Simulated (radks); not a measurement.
Task: Dipole-allowed excitations along the series with 4 electrons in [He] 2s2. Method: non-relativistic Kohn-Sham, exchange-only LDA, spin-unpolarised, spherical densities, point nucleus; computed with a radial shooting solver on a logarithmic mesh with Libxc functionals. Time-dependent linear response with the Hartree and adiabatic exchange-only LDA kernel, continuum included through the Sternheimer equations. Lines are the poles of the dipole polarisability below minus the highest occupied eigenvalue, found on a grid refined at the orbital gaps; the lowest seven at most are given, and weak or close lines can be missed. The first line takes the name of the lowest orbital gap if no other gap lies below it; otherwise a line is named after a gap within 0.6 % of it, if that gap stands alone.

species  -e(HOMO) (eV)  lowest orbital gap (eV)  first line (eV)      f  strongest line (eV)  its f  static alpha (bohr^3)
C2+             38.702              2s-2p 8.306   11.853 (2s-2p)  0.735            the first  0.735                  4.263
N3+             66.150             2s-2p 10.642   15.061 (2s-2p)  0.583            the first  0.583                  2.101
O4+             100.45             2s-2p 12.951   18.210 (2s-2p)  0.484            the first  0.484                  1.190
F5+             141.58             2s-2p 15.243   21.328 (2s-2p)  0.415       93.713 (2s-3p)  0.445                 0.7387

Estimate the first line of B+, its oscillator strength and the static polarisability.

Result: 8.512 eV (2s-2p), f = 0.996, alpha = 10.95 bohr^3. Measured (NIST Handbook of Basic Atomic Spectroscopic Data, term average): 2s-2p 9.100 eV.
